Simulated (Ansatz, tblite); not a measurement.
Spin states of the cluster Ti₄S₃⁺, each relaxed with PBE-D4/def2-SVP in Ansatz. Electronic energies in the gas phase.

The xTB rows come from tblite. The structure comes from a short search, and lower isomers may exist.

Doublet geometry (C3v within 0.1 Å):

```tsv
atom	x (Å)	y (Å)	z (Å)
Ti1	-0.3715	1.3855	0.9769
Ti2	-1.3639	-0.8951	0.6015
Ti3	0.3317	0.0854	-1.3791
Ti4	1.0700	-0.6613	1.1962
S5	-1.7777	0.9121	-0.8635
S6	1.7818	1.2555	0.0099
S7	0.3296	-2.0820	-0.5420
```

Quartet geometry:

```tsv
atom	x (Å)	y (Å)	z (Å)
Ti1	-0.911	-0.087	1.449
Ti2	1.225	1.039	0.809
Ti3	0.116	-1.105	-0.746
Ti4	-0.759	1.275	-0.870
S5	1.119	-1.272	1.407
S6	-2.193	-0.578	-0.493
S7	1.402	0.728	-1.556
```

⟨S²⟩: doublet 2.24 at PBE0-D4/def2-TZVP (pure 0.75), quartet 4.40 at PBE0-D4/def2-TZVP (pure 3.75).

Run but left out: HF/def2-TZVP, r2SCAN-D4/def2-TZVP, PBE0-D4/def2-TZVP, MP2/def2-TZVP (doublet: ⟨S²⟩ 1.76 to 4.42, where a pure state has 0.75).

Only these spin states were relaxed. Higher spins weren't run and may lie lower.

(1) Estimate which spin state lies lowest at each of these levels, and by how much: GFN1-xTB; GFN2-xTB; LDA (SPW92)/def2-TZVP; PBE-D4/def2-TZVP; revPBE-D4/def2-TZVP.

Answers

(1) 
```csv
level,quartet − doublet (kJ/mol),lowest of these,remarks
GFN1-xTB,17.0,doublet,–
GFN2-xTB,-31.9,quartet,–
LDA (SPW92)/def2-TZVP,48.7,doublet,–
PBE-D4/def2-TZVP,28.5,doublet,–
revPBE-D4/def2-TZVP,25.5,doublet,spin-contaminated (⟨S²⟩ 0.83) (doublet)
```

The xTB methods have no spin-polarisation term.
